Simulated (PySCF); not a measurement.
C2H8OSi2.
Z-matrix (Å and degrees, GFN2-xTB geometry), rows numbered from 1:
```
C 
C   1  1.5385
Si  2  1.9097  1  107.58
O   3  1.6392  2   98.45  1   -22.93
Si  4  1.6391  3  120.17  2     6.38
H   1  1.0903  2  110.85  3   154.62
H   1  1.0925  2  108.97  3   -88.75
H   2  1.0923  1  108.97  3  -117.78
H   2  1.0903  1  110.81  3   125.64
H   3  1.4577  2  114.25  1  -135.43
H   3  1.4599  2  114.27  1    90.40
H   5  1.4574  1  114.47  2  -136.82
H   5  1.4602  1  114.15  2    89.02
```

Computed with B3LYP/def2-SVPD in PySCF (dipole) on a GFN2-xTB geometry, gas phase.

Take the most abundant isotopes and a rigid rotor. The values belong to one conformer with, in the numbering `[CH2:1]1[CH2:2][SiH2:3][O:4][SiH2:5]1`, Si5–C1–C2–Si3 29°, C1–C2–Si3–O4 -23°, C2–Si3–O4–Si5 6°, Si3–O4–Si5–C1 9°.

Task: Give the principal moments of inertia and the rotational constants in MHz.

Result: Ia = 104.69, Ib = 159.41, Ic = 242.41 u·Å²; 505379 MHz·u·Å²/I gives A = 4827, B = 3170, C = 2085 MHz.

Task: Classify the top.

Result: An asymmetric top. Ray's parameter κ = (2B − A − C)/(A − C) = -0.208; −1 is the prolate and +1 the oblate limit.

Task: Is it planar, by Δ = Ic − Ia − Ib?

Result: Not planar: Δ = Ic − Ia − Ib = -21.69 u·Å². For a rigid frame Δ = −2 Σ m c², so Σ m c² = 10.85 u·Å² lies off the ab plane: 9.52 from hydrogen and 1.32 from heavier atoms. The atom farthest from that plane is 1.39 Å away.

Task: Give the other two planar moments, Paa and Pbb, and the rms extents of the mass along the axes.

Result: Paa = Σ m a² = (Ib + Ic − Ia)/2 = 148.56 and Pbb = Σ m b² = (Ia + Ic − Ib)/2 = 93.85 u·Å². With the mass M = 104.01 u, the rms extents √(P/M) along a, b and c are 1.20, 0.95, 0.32 Å.

Task: Predict some low-J microwave lines.

Result: The dipole components are |μa| = 0.00 D, |μb| = 1.71 D, |μc| = 0.00 D; the symmetry axis of this C2 structure is b, so μa and μc vanish by symmetry and there are no a-type or c-type lines. Some lines, for components of 0.1 D or more:

```
type  branch         J(Ka,Kc)    MHz  lower level (cm⁻¹)
   b       Q  1(1,0) ← 1(0,1)   2742               0.175
   b       Q  2(1,1) ← 2(0,2)   4213               0.513
   b       Q  2(2,0) ← 2(1,1)   5355               0.654
   b       R  1(1,1) ← 0(0,0)   6912               0.000
   b       Q  2(2,1) ← 2(1,2)   8227               0.545
   b       R  2(0,2) ← 1(1,1)   8469               0.231
   b       R  2(1,2) ← 1(0,1)  11082               0.175
   b       R  2(2,1) ← 1(1,0)  16566               0.267
   b       R  2(2,0) ← 1(1,1)  18037               0.231
```

Stationary, but not proved a minimum. No vibrational averaging or centrifugal distortion is included, and the geometry carries the error of its method.
